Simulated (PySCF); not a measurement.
CH4N2S, charge -1, doublet, at a GFN2-xTB geometry (a state made from the parent by changing its charge; the spin is typed, not shown lowest); PySCF with CCSD(T)/6-31G.

PySCF was given this input:
```python
from pyscf import gto, scf, cc

mol = gto.M(
    atom='''
N     0.83763968   -1.28348792   -0.48846472
C     0.00201967   -0.34155645    0.23628015
N    -1.32737838   -0.86830023    0.39517807
S     0.26941677    1.33387003   -0.02585765
H     1.00104477   -2.10490704    0.09543522
H     1.72885507   -0.82530996   -0.65500500
H    -1.70737859   -1.19779798   -0.50084565
H    -1.91713687   -0.10204959    0.70946353
''',
    basis='6-31g',
    charge=-1,
    spin=1,
    verbose=4,
)

mf = scf.UHF(mol)
mf.kernel()

mycc = cc.CCSD(mf, frozen=7)
mycc.kernel()
et = mycc.ccsd_t()
print('E(CCSD(T)) = %.10f' % (mycc.e_tot + et))
```

What the program printed (banner, timings and long lists left out):

```
PySCF version 2.14.0

[INPUT] verbose = 4
[INPUT] num. atoms = 8
[INPUT] num. electrons = 41
[INPUT] charge = -1
[INPUT] spin (= nelec alpha-beta = 2S) = 1
[INPUT] symmetry False subgroup None
[INPUT] Mole.unit = angstrom
[INPUT] Symbol           X                Y                Z      unit          X                Y                Z       unit  Magmom
[...]
nuclear repulsion = 153.097688893782
number of shells = 30
number of NR pGTOs = 128
number of NR cGTOs = 48
basis = 6-31g
ecp = {}

******** <class 'pyscf.scf.uhf.UHF'> ********
method = UHF
initial guess = minao
damping factor = 0
level_shift factor = 0
DIIS = <class 'pyscf.scf.diis.CDIIS'>
diis_start_cycle = 1
diis_space = 8
diis_damp = 0
SCF conv_tol = 1e-09
SCF conv_tol_grad = None
SCF max_cycles = 50
direct_scf = True
direct_scf_tol = 1e-13
number electrons alpha = 21  beta = 20
Set gradient conv threshold to 3.16228e-05
init E= -546.930040823496

cycle= 1 E= -546.387111674641  delta_E= 0.543  |g|= 0.309  |ddm|= 2.21
cycle= 2 E= -546.458034686749  delta_E= -0.0709  |g|= 0.127  |ddm|= 0.859
cycle= 3 E= -546.469789123123  delta_E= -0.0118  |g|= 0.0411  |ddm|= 0.27
cycle= 4 E= -546.472232562156  delta_E= -0.00244  |g|= 0.0177  |ddm|= 0.136
cycle= 5 E= -546.472823714527  delta_E= -0.000591  |g|= 0.00913  |ddm|= 0.0629
cycle= 6 E= -546.473028653628  delta_E= -0.000205  |g|= 0.00397  |ddm|= 0.0452
cycle= 7 E= -546.473065870166  delta_E= -3.72e-05  |g|= 0.00183  |ddm|= 0.0192
cycle= 8 E= -546.473071802873  delta_E= -5.93e-06  |g|= 0.000646  |ddm|= 0.00785
cycle= 9 E= -546.473072792184  delta_E= -9.89e-07  |g|= 0.000212  |ddm|= 0.00389
cycle= 10 E= -546.473072898586  delta_E= -1.06e-07  |g|= 7.89e-05  |ddm|= 0.00125
cycle= 11 E= -546.473072913562  delta_E= -1.5e-08  |g|= 2.73e-05  |ddm|= 0.000414
cycle= 12 E= -546.473072914777  delta_E= -1.21e-09  |g|= 1.5e-05  |ddm|= 8.41e-05
cycle= 13 E= -546.47307291512  delta_E= -3.43e-10  |g|= 6.74e-06  |ddm|= 4.75e-05
Extra cycle  E= -546.473072915182  delta_E= -6.18e-11  |g|= 4.2e-06  |ddm|= 1.69e-05
converged SCF energy = -546.473072915182  <S^2> = 0.76320987  2S+1 = 2.0131665

******** <class 'pyscf.cc.uccsd.UCCSD'> ********
CC2 = 0
CCSD nocc = (np.int64(14), np.int64(13)), nmo = (41, 41)
frozen orbitals 7
max_cycle = 50
direct = 0
conv_tol = 1e-07
conv_tol_normt = 1e-06
diis_space = 6
diis_start_cycle = 0
diis_start_energy_diff = 1e+09
Init t2, MP2 energy = -0.345009327178693
Init E_corr(UCCSD) = -0.345009327195449
cycle = 1  E_corr(UCCSD) = -0.361849220412042  dE = -0.0168398932  norm(t1,t2) = 0.0853848
cycle = 2  E_corr(UCCSD) = -0.372452303060491  dE = -0.0106030826  norm(t1,t2) = 0.0307603
cycle = 3  E_corr(UCCSD) = -0.377204099696958  dE = -0.00475179664  norm(t1,t2) = 0.0179909
cycle = 4  E_corr(UCCSD) = -0.37866232820202  dE = -0.00145822851  norm(t1,t2) = 0.00681034
cycle = 5  E_corr(UCCSD) = -0.37837791643801  dE = 0.000284411764  norm(t1,t2) = 0.00356731
cycle = 6  E_corr(UCCSD) = -0.378355424180724  dE = 2.24922573e-05  norm(t1,t2) = 0.00111094
cycle = 7  E_corr(UCCSD) = -0.378371110374838  dE = -1.56861941e-05  norm(t1,t2) = 0.000518993
cycle = 8  E_corr(UCCSD) = -0.378374615973104  dE = -3.50559827e-06  norm(t1,t2) = 0.000219805
cycle = 9  E_corr(UCCSD) = -0.37837502256181  dE = -4.06588707e-07  norm(t1,t2) = 0.000107621
cycle = 10  E_corr(UCCSD) = -0.37837500173038  dE = 2.08314305e-08  norm(t1,t2) = 4.57355e-05
cycle = 11  E_corr(UCCSD) = -0.378374239494954  dE = 7.62235426e-07  norm(t1,t2) = 2.47433e-05
cycle = 12  E_corr(UCCSD) = -0.378373672443378  dE = 5.67051576e-07  norm(t1,t2) = 1.22106e-05
cycle = 13  E_corr(UCCSD) = -0.378373510706677  dE = 1.61736702e-07  norm(t1,t2) = 5.90578e-06
cycle = 14  E_corr(UCCSD) = -0.378373439722757  dE = 7.098392e-08  norm(t1,t2) = 3.14647e-06
cycle = 15  E_corr(UCCSD) = -0.378373444410375  dE = -4.68761829e-09  norm(t1,t2) = 1.71195e-06
cycle = 16  E_corr(UCCSD) = -0.37837343114789  dE = 1.32624851e-08  norm(t1,t2) = 8.05319e-07
UCCSD converged
E(UCCSD) = -546.8514463463299  E_corr = -0.3783734311478899
UCCSD(T) correction = -0.00877163747509106
E(CCSD(T)) = -546.8602179838
```
